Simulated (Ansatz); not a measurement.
Gas-phase electronic energies from Ansatz, PBE0-D4/def2-TZVP geometries. CCSD(T)/CBS is the MP2 limit (def2-TZVPP, def2-QZVPP) plus CCSD(T) − MP2 in def2-TZVPP, frozen cores. Functionals use def2-TZVPP. B3LYP here is the variant with VWN-RPA as its local correlation; programs differ in this. For Mg outer-core shells are correlated without core-valence functions, which leaves a few kJ/mol of doubt a bond. One conformer a species, not always the lowest.

`[SiH3][O][Mg][SH]` + `NC([SiH3])S` → `NC([SiH3])S[SiH3]` + `[OH][Mg][SH]`  (ligand exchange at the Si–O bond)

```json
{"level": "PBE-D4", "ΔE (kcal/mol)": "9.9", "difference from CCSD(T)/CBS": "-5.4"}
{"level": "PBE0-D4", "ΔE (kcal/mol)": "11.8", "difference from CCSD(T)/CBS": "-3.5"}
{"level": "B3LYP-D4", "ΔE (kcal/mol)": "13.8", "difference from CCSD(T)/CBS": "-1.5"}
{"level": "ωB97M-V", "ΔE (kcal/mol)": "14.6", "difference from CCSD(T)/CBS": "-0.7"}
{"level": "r2SCAN", "ΔE (kcal/mol)": "13.4", "difference from CCSD(T)/CBS": "-1.9"}
{"level": "B3LYP", "ΔE (kcal/mol)": "15.8", "difference from CCSD(T)/CBS": "0.5"}
{"level": "CCSD(T)/def2-TZVPP", "ΔE (kcal/mol)": "15.9", "difference from CCSD(T)/CBS": "0.6"}
{"level": "MP2/def2-QZVPP", "ΔE (kcal/mol)": "14.9", "difference from CCSD(T)/CBS": "-0.4"}
{"level": "SCS-MP2/def2-QZVPP", "ΔE (kcal/mol)": "16.6", "difference from CCSD(T)/CBS": "1.3"}
{"level": "HF/CBS(def2)", "ΔE (kcal/mol)": "21.7", "difference from CCSD(T)/CBS": "6.4"}
{"level": "CCSD(T)/CBS", "ΔE (kcal/mol)": "15.3", "difference from CCSD(T)/CBS": "0"}
```

Largest T1 diagnostic among the species: 0.012.

The D4 term adds −2.0 kcal/mol with B3LYP and −1.2 kcal/mol with PBE0; it sums over pairs of atoms, weighted by their polarisabilities, and B3LYP, whose exchange is more repulsive, gets the larger term. From PBE to PBE0 (25 % exact exchange), in def2-TZVPP and without D4, ΔE moves by +1.8 kcal/mol. In def2-TZVPP, CCSD(T) changes the Hartree–Fock value by −5.1 kcal/mol (the triples alone add −1.1 kcal/mol) and MP2 by −6.0 kcal/mol.
